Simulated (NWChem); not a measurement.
System: CH$_{3}$BCl$_{2}$S; SMILES S(C)B(Cl)Cl

Here is an NWChem input.

```
start job
memory heap 200 mb stack 900 mb global 1100 mb
geometry units angstroms noautosym nocenter noautoz
  B     -0.001419     0.398281     0.000017
  Cl    -0.721886     1.997290    -0.000253
  Cl     1.747302     0.234963     0.000000
  S     -1.107102    -0.999970     0.000287
  C     -0.005405    -2.441797     0.000534
  H      0.626266    -2.450974    -0.897100
  H     -0.653387    -3.327789     0.001542
  H      0.627467    -2.449770     0.897329
end
basis spherical
  B library def2-svp
  Cl library def2-svp
  S library def2-svp
  C library def2-svp
  H library def2-svp
end
dft
  xc b3lyp
  iterations 150
  mulliken
end
task dft energy
esp
  recalculate
  probe 0.07
  range 0.3
  factor 1.0
  spacing 0.02
end
task esp
```

Excerpt of the output:

```
             Northwest Computational Chemistry Package (NWChem) 7.3.0
             --------------------------------------------------------

                             Geometry "geometry" -> ""
                             -------------------------

 Output coordinates in angstroms (scale by  1.889725989 to convert to a.u.)

  No.       Tag          Charge          X              Y              Z
 ---- ---------------- ---------- -------------- -------------- --------------
    1 B                    5.0000    -0.00141900     0.39828100     0.00001700
    2 Cl                  17.0000    -0.72188600     1.99729000    -0.00025300
    3 Cl                  17.0000     1.74730200     0.23496300     0.00000000
    4 S                   16.0000    -1.10710200    -0.99997000     0.00028700
    5 C                    6.0000    -0.00540500    -2.44179700     0.00053400
    6 H                    1.0000     0.62626600    -2.45097400    -0.89710000
    7 H                    1.0000    -0.65338700    -3.32778900     0.00154200
    8 H                    1.0000     0.62746700    -2.44977000     0.89732900

 Effective nuclear repulsion energy (a.u.)     317.8119259058

                                 NWChem DFT Module
                                 -----------------

 Summary of "ao basis" -> "ao basis" (spherical)
 ------------------------------------------------------------------------------
       Tag                 Description            Shells   Functions and Types
 ---------------- ------------------------------  ------  ---------------------
 B                          def2-svp                 6       14   3s2p1d
 Cl                         def2-svp                 8       18   4s3p1d
 S                          def2-svp                 8       18   4s3p1d
 C                          def2-svp                 6       14   3s2p1d
 H                          def2-svp                 3        5   2s1p

            General Information
            -------------------
          SCF calculation type: DFT
          Wavefunction type:  closed shell.
          No. of atoms     :     8
          No. of electrons :    64
           Alpha electrons :    32
            Beta electrons :    32
          Charge           :     0
          Spin multiplicity:     1
          Use of symmetry is: off; symmetry adaption is: off
          Maximum number of iterations: 150
          AO basis - number of functions:    97
                     number of shells:    45
          Convergence on energy requested:  1.00D-06
          Convergence on density requested:  1.00D-05
          Convergence on gradient requested:  5.00D-04

              XC Information
              --------------
                         B3LYP Method XC Potential
                     Hartree-Fock (Exact) Exchange  0.200
                        Slater Exchange Functional  0.800 local
                    Becke 1988 Exchange Functional  0.720 non-local
              Lee-Yang-Parr Correlation Functional  0.810
                  VWN I RPA Correlation Functional  0.190 local

             Grid Information
             ----------------
          Grid used for XC integration:  medium
          Radial quadrature: Mura-Knowles
          Angular quadrature: Lebedev.
          Tag              B.-S. Rad. Rad. Pts. Rad. Cut. Ang. Pts.
          ---              ---------- --------- --------- ---------
          B                   0.85       49          10.0       434
          Cl                  1.00       88          13.0       590
          S                   1.00       88           8.0       590
          C                   0.70       49          11.0       434
          H                   0.35       45          12.0       434
          Grid pruning is: on
          Number of quadrature shells:   497
          Spatial weights used:  Erf1

      Superposition of Atomic Density Guess
      -------------------------------------

 Sum of atomic energies:       -1379.62099907

      Non-variational initial energy
      ------------------------------

 Total energy =   -1381.534284
 1-e energy   =   -2536.975615
 2-e energy   =     837.629405
 HOMO         =      -0.302393
 LUMO         =       0.055552

     ---------------------------------------------
      Total Density - Mulliken Population Analysis
     ---------------------------------------------

    Atom       Charge   Shell Charges
 -----------   ------   -------------------------------------------------------
    1 B    5     4.37   1.99  0.83  0.09  1.05  0.30  0.11
    2 Cl  17    17.26   2.00  1.99  1.22  0.70  5.94  2.16  3.24  0.01
    3 Cl  17    17.26   2.00  1.99  1.22  0.70  5.94  2.16  3.24  0.01
    4 S   16    16.23   2.00  1.99  1.19  0.63  5.94  1.79  2.64  0.05
    5 C    6     6.21   1.99  0.94  0.25  1.93  1.07  0.02
    6 H    1     0.89   0.67  0.19  0.02
    7 H    1     0.89   0.67  0.19  0.02
    8 H    1     0.89   0.67  0.19  0.02

   convergence    iter        energy       DeltaE   RMS-Dens  Diis-err
 ---------------- ----- ----------------- --------- --------- ---------
 d= 0,ls=0.0,diis     1  -1382.9711960743 -1.70D+03  1.24D-02  6.64D-01
 d= 0,ls=0.0,diis     2  -1382.9354161812  3.58D-02  8.36D-03  8.34D-01
 d= 0,ls=0.0,diis     3  -1383.0460480214 -1.11D-01  2.08D-03  4.90D-02
 d= 0,ls=0.0,diis     4  -1383.0527719195 -6.72D-03  5.63D-04  4.24D-03
 d= 0,ls=0.0,diis     5  -1383.0533545762 -5.83D-04  1.34D-04  1.96D-04
  Resetting Diis
 d= 0,ls=0.0,diis     6  -1383.0533794578 -2.49D-05  3.26D-05  8.98D-06
 d= 0,ls=0.0,diis     7  -1383.0533806398 -1.18D-06  2.22D-05  9.13D-07
 d= 0,ls=0.0,diis     8  -1383.0533805526  8.72D-08  1.26D-05  1.48D-06
 d= 0,ls=0.0,diis     9  -1383.0533807795 -2.27D-07  7.00D-07  6.90D-09

         Total DFT energy =    -1383.053380779488
      One electron energy =    -2539.835389773918
           Coulomb energy =      931.855221337965
    Exchange-Corr. energy =      -92.885138249344
 Nuclear repulsion energy =      317.811925905808

 Numeric. integr. density =       63.999998188348

                       DFT Final Molecular Orbital Analysis
                       ------------------------------------

 Vector   30  Occ=2.000000D+00  E=-3.168362D-01
              MO Center= -5.8D-01,  6.3D-01,  1.7D-05, r^2= 4.2D+00
   Bfn.  Coefficient  Atom+Function         Bfn.  Coefficient  Atom+Function
  ----- ------------  ---------------      ----- ------------  ---------------
    25      0.394361  2 Cl px                22      0.306893  2 Cl px
    61      0.298573  4 S  px                58      0.235588  4 S  px
    26      0.224090  2 Cl py                43      0.211123  3 Cl px
    19      0.176167  2 Cl px                23      0.176582  2 Cl py
    40      0.158720  3 Cl px                 5      0.141457  1 B  py

 Vector   31  Occ=2.000000D+00  E=-3.122733D-01
              MO Center=  5.4D-01,  4.0D-01, -2.0D-06, r^2= 4.2D+00
   Bfn.  Coefficient  Atom+Function         Bfn.  Coefficient  Atom+Function
  ----- ------------  ---------------      ----- ------------  ---------------
    44      0.489108  3 Cl py                41      0.372755  3 Cl py
    25     -0.334233  2 Cl px                22     -0.258227  2 Cl px
    61      0.225394  4 S  px                38      0.214164  3 Cl py
    58      0.188354  4 S  px                19     -0.148300  2 Cl px
    54     -0.114250  4 S  s                 55      0.106601  4 S  px

 Vector   32  Occ=2.000000D+00  E=-2.694999D-01
              MO Center= -7.7D-01, -7.1D-01,  1.8D-04, r^2= 2.9D+00
   Bfn.  Coefficient  Atom+Function         Bfn.  Coefficient  Atom+Function
  ----- ------------  ---------------      ----- ------------  ---------------
    63      0.570508  4 S  pz                60      0.413199  4 S  pz
    57      0.233286  4 S  pz                27     -0.217588  2 Cl pz
    45     -0.158903  3 Cl pz                24     -0.151708  2 Cl pz
     6     -0.135844  1 B  pz                83      0.123782  6 H  s
    93     -0.123670  8 H  s                 74     -0.116809  5 C  pz

[...]

                     NWChem Electrostatic Potential Fit Module
                     -----------------------------------------

 Atom parameters

 Number of atoms is                                    8
 Number of basis functions is                         97

 Grid parameters

 Maximum number of grid points is                  35540
 Number of grid points is                          35539
 Grid range                                     0.300000 nm
 Grid spacing                                   0.020000 nm
 Probe radius                                   0.070000 nm
 Atom radius factor                             1.000000

 Atomic radii

    1    0.100000
    5    0.158000
    6    0.147000
   16    0.174000
   17    0.169000
 FASTESP  F
  using M.O. file = ./job.movecs

    Atom              Coordinates                           Charge

                                                  ESP

    1 B    -0.000142    0.039828    0.000002    0.297641
    2 Cl   -0.072189    0.199729   -0.000025   -0.131092
    3 Cl    0.174730    0.023496    0.000000   -0.135123
    4 S    -0.110710   -0.099997    0.000029   -0.211861
    5 C    -0.000541   -0.244180    0.000053    0.110839
    6 H     0.062627   -0.245097   -0.089710    0.013185
    7 H    -0.065339   -0.332779    0.000154    0.043438
    8 H     0.062747   -0.244977    0.089733    0.012973
                                            ------------
                                                0.000000

 Dipole moment                                  0.849736

 Quadrupole moment Qxx                         -6.265772
                   Qyy                          4.871745
                   Qzz                          1.394027

 RMS deviation kJ/mol                           0.076596

 RRMS %                                        45.148143
```

Level: B3LYP/def2-SVP. Structure relaxed at the PBE0/def2-SVP level.
